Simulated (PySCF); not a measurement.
Lu⁶⁹⁺: ionisation energy

Lu⁶⁹⁺ 1s2 → Lu⁷⁰⁺ 1s1 [1s1/2^1, M_J = 1/2], as a difference of total energies. All numbers are calculated (PySCF 2.14, the two-component X2C-1e Hamiltonian, in an even-tempered Gaussian basis (15 s from 220 bohr⁻², ratio 2.4; 11 p from 290 bohr⁻², ratio 2.4; 3 d from 900 bohr⁻², ratio 2.6; 3 f from 1300 bohr⁻², ratio 2.6)). Correlated levels: nothing frozen; the 30 highest virtual spinors dropped. "Screened" scales the spin-orbit matrix elements by Boettger's factors to mimic the two-electron term; Breit and QED terms are absent.

```tsv
method	ionisation energy (eV)	difference from reference (eV)
GHF (screened spin-orbit)	72495.7	+172.8
GMP2 (screened spin-orbit)	72497.6	+174.7
GHF (bare spin-orbit)	72495.7	+172.8
GMP2 (bare spin-orbit)	72497.6	+174.7
```

Reference: 72322.87 ± 0.15 eV (theoretical estimate listed by NIST; NIST Atomic Spectra Database, ionization energies).

For this ion Breit and QED terms and the two-electron picture change, all absent here, outweigh the correlation shift from GHF to GMP2.
